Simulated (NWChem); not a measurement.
## Basis-set convergence for vinylidene fluoride (C2H2F2)

```xyz
6

C      0.0000     0.0000     1.3865
C      0.0000     0.0000     0.0602
F      1.0799     0.0000    -0.6963
F     -1.0799     0.0000    -0.6963
H     -0.9454     0.0000     1.9262
H      0.9454     0.0000     1.9262
```
Charge 0, spin multiplicity 1.

Program: NWChem. The geometry was optimised at B3LYP/def2-SVP, a minimum by its harmonic frequencies.

Quantity: vertical ionisation energy at the level ΔHF (Δ: difference of total energies, the cation a doublet at the parent's geometry with its hole in an orbital of symmetry b2 (C2v labels); it is the state that the SCF runs reached, from PBE0 orbitals for Hartree-Fock references, and need not be the lowest).

The Pople sets run with spherical d functions. The stability of the SCF solutions was not checked. Open-shell Hartree-Fock references start from PBE0 orbitals.

```
basis        functions  vertical ionisation energy (eV)
-----------  ---------  -------------------------------
3-21G               40                             9.65
6-31G*              60                              [?]
cc-pVDZ             66                              [?]
pcseg-1             66                              [?]
6-311G**            84                             9.39
def2-SVPD          102                             9.49
aug-cc-pVDZ        110                             9.36
aug-pcseg-1        110                             9.37
cc-pVTZ            148                             9.31
def2-TZVPP         152                             9.33
```

Task: What belongs in the gaps?

Result: 
- 6-31G*, vertical ionisation energy (eV): 9.24
- cc-pVDZ, vertical ionisation energy (eV): 9.34
- pcseg-1, vertical ionisation energy (eV): 9.53
